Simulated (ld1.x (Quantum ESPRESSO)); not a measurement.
# Before and after: TM semilocal potential for Hf (Z = 72)

```json
{
  "Element": "hafnium (Hf)",
  "Generator": "ld1.x (Quantum ESPRESSO) 7.5",
  "Type": "norm-conserving Troullier–Martins (semilocal form)",
  "Functional": "PBE",
  "Relativity": "scalar-relativistic",
  "Frozen core": "[Kr] 4d10 4f14",
  "Valence charge": "12",
  "Reference configuration": "5s2 5p6 5d2 6s2 6p0",
  "Partial waves": "5s (bound): rc 1.20 bohr; 5p (bound): rc 1.40 bohr; 5d (bound): rc 3.05 bohr",
  "Local potential": "the d channel",
  "Core correction": "none"
}
```

Occupied shells without a wave of their own: 6s. They enter only through the test configuration that unscreens the potential.

All-electron outer shells of the reference configuration (PBE, scalar-relativistic, ld1.x):

```
shell  level (eV)  outermost node (bohr)  outermost maximum (bohr)
   4d     -206.67                   0.23                      0.47
   5s      -67.02                   0.55                      1.01
   5p      -35.57                   0.60                      1.16
   4f      -16.83                      –                      0.45
   6s       -5.11                   1.37                      2.89
   5d       -2.69                   0.67                      1.69
   6p       -1.40                   1.66                      4.05
```

Change: wave 5d (bound): rc 3.05 bohr becomes 5d (bound): rc 4.24 bohr.

Cutoffs: the cutoffs (Ry, on a coarse ladder) from which the occupation-weighted sum of valence levels, in a spherical-Bessel basis at the reference potential, stays within 10 and 1 mRy of its value at 400 Ry; they do not see the model core or the augmentation charge, which bear on the density cutoff. Errors are all-electron minus pseudo energies relative to the spin-unpolarised reference configuration.

Task: Predict the effect on cutoff, ghosts and configuration errors.

Result: The potential gets neither clearly harder nor softer (100 Ry and 180 Ry → 100 Ry and 180 Ry); the s channel sets the loose cutoff, while the largest relative change is in d, which becomes softer; of the 7 tests that both files solve, the error grows in 5 and shrinks in 1 by more than 15 % and 0.3 meV (median size 81.7 → 123.0 meV); neither file shows a bound ghost. A semilocal file is local in each channel, so a ghost entry of none says nothing of the separable form that plane-wave codes build from it.

```csv
quantity,base,changed
"cutoff, loose",100 Ry,100 Ry
"cutoff, tight",180 Ry,180 Ry
loose cutoff by channel (10 mRy a level),"s 90 Ry, p 45 Ry, d 18 Ry","s 90 Ry, p 45 Ry, d 10 Ry"
bound ghosts,none,none
"largest miss of a reference level, eV",0.06,0.06
"error for 5s2 5p6 5d2 6s1 6p0, meV [ΔE 7.98 eV]",-82,-99
"error for 5s2 5p6 5d2 6s0 6p0, meV [ΔE 22.16 eV]",-196,-306
"error for 5s2 5p6 5d1 6s0 6p0, meV [ΔE 43.95 eV]",-283,-196
"error for 5s2 5p6 5d1 6s2 6p1, meV [ΔE 1.96 eV]",+34,+123
"error for 5s2 5p5 5d2 6s2 6p0, meV [ΔE 41.02 eV]",-211,-432
"error for 5s2 5p6 5d2 6s1.5 6p0, meV [ΔE 3.25 eV]",-37,-40
"error for 5s2 5p6 5d1 6s2 6p0, meV [ΔE 6.50 eV]",+5.3,+80
```

Base: The 6s level has no wave, so the channel is fitted at the deeper level alone: the likely source of the large errors. Changed file: The 6s level has no wave, so the channel is fitted at the deeper level alone: the likely source of the large errors.
